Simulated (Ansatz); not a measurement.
Computed with Ansatz on PBE0-D4/def2-TZVP structures; ΔE is electronic, products minus reactants. CBS: MP2 limit from def2 TZ/QZ plus the TZ coupled-cluster correction, frozen cores. DFT in def2-TZVPP. For Se outer-core shells are correlated without core-valence functions, which leaves a few kJ/mol of doubt a bond. Scalar relativity is left out up to krypton. One conformer a species, not always the lowest.

Consider the redistribution: `F[SiH]([SiH3])Cl` + `CBC=[Se]` → `CB[SiH]([SiH3])Cl` + `FC=[Se]`.

Is it downhill or uphill in electronic energy at CCSD(T)/CBS, and by how much? (Estimate.)

Computed: Uphill: ΔE = +2.41 eV.

What do these levels give: PBE-D4, r2SCAN-D4, PBE0-D4, ωB97X-V, ωB97M-V, MP2/def2-TZVPP, CCSD/def2-TZVPP, CCSD(T)/def2-TZVPP, HF/def2-QZVPP, MP2/def2-QZVPP, HF/CBS(def2), MP2/CBS(def2)? (Estimate.)

Ansatz gave: PBE-D4 2.11, r2SCAN-D4 2.27, PBE0-D4 2.18, ωB97X-V 2.20, ωB97M-V 2.29, MP2/def2-TZVPP 2.47, CCSD/def2-TZVPP 2.37, CCSD(T)/def2-TZVPP 2.36, HF/def2-QZVPP 2.44, MP2/def2-QZVPP 2.51, HF/CBS(def2) 2.44, MP2/CBS(def2) 2.52 eV.

Largest T1 diagnostic among the species: 0.018.

From PBE to PBE0 (25 % exact exchange), in def2-TZVPP and without D4, ΔE moves by +0.07 eV.
